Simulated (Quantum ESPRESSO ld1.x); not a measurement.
Results of a calculation; reference values are marked as such.
Problem. These are the eigenvalues of the occupied orbitals of an atom or ion with whole-number occupations (eV). Level of theory: Dirac Kohn-Sham, revPBE, spin-unpolarised, spherical densities, point nucleus (ld1.x of Quantum ESPRESSO 7.5).

1s1/2: -6810.26
2s1/2: -1415.43
2p1/2: -1346.13

Which element is it, and in what charge state? The configuration may be excited. Open shells, if any, fill j = l - 1/2 first.

Solution. Z = 24, chromium, charge +18: Cr18+ in [He] 2s2 2p2. The list shows which subshells hold electrons but not how many an open one holds; the 1s level, -250.27 hartree, gives Z - s = 22.4 by -(Z - s)^2/2, which with screening and relativity narrows Z to a few neighbours, and the depths of the outer levels then fix element, charge and occupations together.
